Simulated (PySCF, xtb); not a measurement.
Si(CCH)(Cl)(H)2 (C2H3ClSi), SMILES C#C[SiH2]Cl.

Harmonic wavenumbers (cm⁻¹) from GFN2-xTB (xtb 6.7.1) at its own minimum, in rising order: 106, 212, 280, 487, 488, 566, 664, 685, 686, 721, 768, 2209, 2261, 2286, 3355.

### Question
What does PySCF with PBE0-D3(BJ)/def2-SVP give at its own minimum? (An estimate is asked for; the answer gives what the named calculation found.)

### Answer
123, 228, 332, 552, 611, 659, 725, 748, 760, 880, 947, 2171, 2271, 2275, 3473. Paired by order, the mean absolute difference is 72 cm⁻¹ and the zero-point energies are 22.6 and 24.0 kcal/mol.
